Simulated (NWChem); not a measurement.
Everything below was run with NWChem. System: germanium monotelluride (GeTe), charge 0, spin multiplicity 1, at a geometry optimised with B3LYP/def2-SVP with def2 effective core potentials on Te. Level: RHF/def2-SVP with def2 effective core potentials on Te.

The NWChem input:

```
start mol
memory heap 200 mb stack 900 mb global 1100 mb
geometry units angstroms nocenter noautoz
  Ge     0.000000     0.000000     1.464896
  Te     0.000000     0.000000    -0.901474
  symmetry group C2v
end
basis spherical
  * library def2-svp
end
ecp
  Te library def2-ecp
end
scf
  rhf
  nopen 0
  maxiter 100
  thresh 1e-7
  semidirect memsize 60000000 filesize 0
end
task scf energy
```

Output (cleaned and shortened):

```
             Northwest Computational Chemistry Package (NWChem) 7.3.0
             --------------------------------------------------------

                                NWChem Input Module
                                -------------------

 Scaling coordinates for geometry "geometry" by  1.889725989
 (inverse scale =  0.529177249)

 Turning off AUTOSYM since
 SYMMETRY directive was detected!

                             Geometry "geometry" -> ""
                             -------------------------

 Output coordinates in angstroms (scale by  1.889725989 to convert to a.u.)

  No.       Tag          Charge          X              Y              Z
 ---- ---------------- ---------- -------------- -------------- --------------
    1 Ge                  32.0000     0.00000000     0.00000000     1.46489600
    2 Te                  52.0000     0.00000000     0.00000000    -0.90147400

 Effective nuclear repulsion energy (a.u.)     372.1104232793

            Nuclear Dipole moment (a.u.)
            ----------------------------
        X                 Y               Z
 ---------------- ---------------- ----------------
     0.0000000000     0.0000000000     0.0000453534

      Symmetry information
      --------------------

 Group name             C2v
 Group number             16
 Group order               4
 No. of unique centers     2

      Symmetry unique atoms

     1    2


 Summary of "ao basis" -> "" (spherical)
 ------------------------------------------------------------------------------
       Tag                 Description            Shells   Functions and Types
 ---------------- ------------------------------  ------  ---------------------
 *                          def2-svp                  on all atoms

 Summary of "ao basis" -> "ao basis" (spherical)
 ------------------------------------------------------------------------------
       Tag                 Description            Shells   Functions and Types
 ---------------- ------------------------------  ------  ---------------------
 Ge                         def2-svp                12       32   5s4p3d
 Te                         def2-svp                10       26   4s4p2d

                                 NWChem SCF Module
                                 -----------------

  ao basis        = "ao basis"
  functions       =    58
  atoms           =     2
  closed shells   =    28
  open shells     =     0
  charge          =   0.00
  wavefunction    = RHF
  use symmetry    = T
  symmetry adapt  = T

 Summary of "ao basis" -> "ao basis" (spherical)
 ------------------------------------------------------------------------------
       Tag                 Description            Shells   Functions and Types
 ---------------- ------------------------------  ------  ---------------------
 Ge                         def2-svp                12       32   5s4p3d
 Te                         def2-svp                10       26   4s4p2d

      Symmetry analysis of basis
      --------------------------

        a1         27
        a2          5
        b1         13
        b2         13

 Forming initial guess at       0.1s

      Superposition of Atomic Density Guess
      -------------------------------------

 Sum of atomic energies:       -2386.26720878

      Non-variational initial energy
      ------------------------------

 Total energy =   -2342.136448
 1-e energy   =   -3704.411613
 2-e energy   =    1190.531892
 HOMO         =      -0.255193
 LUMO         =      -0.046866

      Symmetry analysis of molecular orbitals - initial
      -------------------------------------------------

 !! scf_movecs_sym_adapt:   36 vectors were symmetry contaminated

  Symmetry fudging

 !! scf_movecs_sym_adapt:   34 vectors were symmetry contaminated

  Numbering of irreducible representations:

     1 a1          2 a2          3 b1          4 b2

  Orbital symmetries:

     1 a1          2 a1          3 a1          4 b2          5 b1
     6 a1          7 a1          8 a1          9 b2         10 b1
    11 a1         12 b1         13 b2         14 a1         15 b1
    16 b2         17 a2         18 a1         19 a1         20 b2
    21 b1         22 a2         23 a1         24 a1         25 a1
    26 b2         27 b1         28 a1         29 b2         30 b1
    31 a1         32 a1         33 a1         34 b1         35 b2
    36 a1         37 a1         38 a2

 Starting SCF solution at       0.8s

 ----------------------------------------------
         Quadratically convergent ROHF

 Convergence threshold     :          1.000E-07
 Maximum no. of iterations :          100
 Final Fock-matrix accuracy:          1.000E-09
 ----------------------------------------------

              iter       energy          gnorm     gmax       time
             ----- ------------------- --------- --------- --------
                 1    -2342.0831549638  5.87D-01  2.60D-01      0.8
                 2    -2342.1277456091  1.39D-01  6.04D-02      0.8
                 3    -2342.1308595628  5.04D-03  2.20D-03      0.8
                 4    -2342.1308698338  1.91D-05  6.82D-06      0.8
                 5    -2342.1308698338  6.05D-09  1.53D-09      0.9

       Final RHF  results
       ------------------

         Total SCF energy =  -2342.130869833828
      One-electron energy =  -3704.248324091222
      Two-electron energy =   1190.374181974628
 Nuclear repulsion energy =    171.743272282766

        Time for solution =      0.1s

       Symmetry analysis of molecular orbitals - final
       -----------------------------------------------

  Numbering of irreducible representations:

     1 a1          2 a2          3 b1          4 b2

  Orbital symmetries:

     1 a1          2 a1          3 b1          4 b2          5 a1
     6 a1          7 a1          8 b1          9 b2         10 a1
    11 a1         12 b1         13 b2         14 a1         15 b2
    16 b1         17 a2         18 a1         19 a2         20 a1
    21 b1         22 b2         23 a1         24 a1         25 a1
    26 a1         27 b2         28 b1         29 b2         30 b1
    31 a1         32 a1         33 a1         34 b2         35 b1
    36 a1         37 a1         38 a2

             Final eigenvalues
             -----------------

              1
    1 -405.2485
    2  -52.1764
    3  -46.2763
    4  -46.2763
    5  -46.2747
    6   -7.2320
    7   -7.0987
    8   -5.2073
    9   -5.2073
   10   -5.2023
   11   -5.0670
   12   -5.0642
   13   -5.0642
   14   -1.9239
   15   -1.9210
   16   -1.9210
   17   -1.9184
   18   -1.9184
   19   -1.6816
   20   -1.6816
   21   -1.6753
   22   -1.6753
   23   -1.6741
   24   -0.8050
   25   -0.5657
   26   -0.3482
   27   -0.3228
   28   -0.3228
   29    0.0053
   30    0.0053
   31    0.1387
   32    0.2424
   33    0.3845
   34    0.4230
   35    0.4230
   36    0.4454
   37    0.4856
   38    0.4856

                       ROHF Final Molecular Orbital Analysis
                       -------------------------------------

 Vector   26  Occ=2.000000D+00  E=-3.481513D-01  Symmetry=a1
              MO Center=  1.1D-15, -2.0D-15,  4.7D-01, r^2= 4.3D+00
   Bfn.  Coefficient  Atom+Function         Bfn.  Coefficient  Atom+Function
  ----- ------------  ---------------      ----- ------------  ---------------
    45      0.432906  2 Te pz                14     -0.353510  1 Ge pz
    48      0.332107  2 Te pz                17     -0.285615  1 Ge pz
     5     -0.259875  1 Ge s                  4     -0.242792  1 Ge s
    11      0.197725  1 Ge pz                42     -0.173654  2 Te pz

 Vector   27  Occ=2.000000D+00  E=-3.227892D-01  Symmetry=b2
              MO Center=  1.8D-29, -1.4D-15, -3.6D-01, r^2= 3.0D+00
   Bfn.  Coefficient  Atom+Function         Bfn.  Coefficient  Atom+Function
  ----- ------------  ---------------      ----- ------------  ---------------
    44      0.482540  2 Te py                47      0.475158  2 Te py
    16      0.220750  1 Ge py                41     -0.196497  2 Te py
    13      0.185286  1 Ge py                38     -0.155239  2 Te py

 Vector   28  Occ=2.000000D+00  E=-3.227892D-01  Symmetry=b1
              MO Center=  2.5D-15, -7.4D-30, -3.6D-01, r^2= 3.0D+00
   Bfn.  Coefficient  Atom+Function         Bfn.  Coefficient  Atom+Function
  ----- ------------  ---------------      ----- ------------  ---------------
    43      0.482540  2 Te px                46      0.475158  2 Te px
    15      0.220750  1 Ge px                40     -0.196497  2 Te px
    12      0.185286  1 Ge px                37     -0.155239  2 Te px

 Vector   29  Occ=0.000000D+00  E= 5.333647D-03  Symmetry=b2
              MO Center=  8.4D-29,  4.5D-15,  9.4D-01, r^2= 4.3D+00
   Bfn.  Coefficient  Atom+Function         Bfn.  Coefficient  Atom+Function
  ----- ------------  ---------------      ----- ------------  ---------------
    16      0.757856  1 Ge py                47     -0.464175  2 Te py
    13      0.326989  1 Ge py                44     -0.244309  2 Te py
    10     -0.206766  1 Ge py

 Vector   30  Occ=0.000000D+00  E= 5.333647D-03  Symmetry=b1
              MO Center= -2.0D-15, -4.9D-29,  9.4D-01, r^2= 4.3D+00
   Bfn.  Coefficient  Atom+Function         Bfn.  Coefficient  Atom+Function
  ----- ------------  ---------------      ----- ------------  ---------------
    15      0.757856  1 Ge px                46     -0.464175  2 Te px
    12      0.326989  1 Ge px                43     -0.244309  2 Te px
     9     -0.206766  1 Ge px

 Vector   31  Occ=0.000000D+00  E= 1.386760D-01  Symmetry=a1
              MO Center=  1.6D-14, -3.2D-14,  5.1D-01, r^2= 6.5D+00
   Bfn.  Coefficient  Atom+Function         Bfn.  Coefficient  Atom+Function
  ----- ------------  ---------------      ----- ------------  ---------------
    17      1.439814  1 Ge pz                48      1.310336  2 Te pz
    36      1.144964  2 Te s                  5     -0.913142  1 Ge s
     4     -0.388783  1 Ge s                  3      0.203226  1 Ge s
    35      0.196123  2 Te s                 45      0.193335  2 Te pz
    14      0.190500  1 Ge pz

 center of mass
 --------------
 x =   0.00000000 y =   0.00000000 z =  -0.08176801

 moments of inertia (a.u.)
 ------------------
         942.111973279456           0.000000000000           0.000000000000
           0.000000000000         942.111973279456           0.000000000000
           0.000000000000           0.000000000000           0.000000000000

  Mulliken analysis of the total density
  --------------------------------------

    Atom       Charge   Shell Charges
 -----------   ------   -------------------------------------------------------
    1 Ge  32    31.70   2.00  2.00  2.00  1.39  0.48  6.00  5.98  0.84  0.93  8.15  1.79  0.14
    2 Te  24    24.30   1.77  0.27  1.18  0.70  2.88  3.16  2.09  2.21  9.84  0.21

       Multipole analysis of the density wrt the origin
       ------------------------------------------------

     L   x y z        total         open         nuclear
     -   - - -        -----         ----         -------
     0   0 0 0     -0.000000      0.000000     56.000000

     1   1 0 0     -0.000000      0.000000      0.000000
     1   0 1 0      0.000000      0.000000      0.000000
     1   0 0 1      0.781468      0.000000     47.699133

     2   2 0 0    -33.101608      0.000000      0.000000
     2   1 1 0     -0.000000      0.000000      0.000000
     2   1 0 1      0.000000      0.000000      0.000000
     2   0 2 0    -33.101608      0.000000      0.000000
     2   0 1 1      0.000000      0.000000      0.000000
     2   0 0 2    -32.025398      0.000000    314.872090

 Task  times  cpu:        0.9s     wall:        0.9s

 Total times  cpu:        0.9s     wall:        0.9s
```
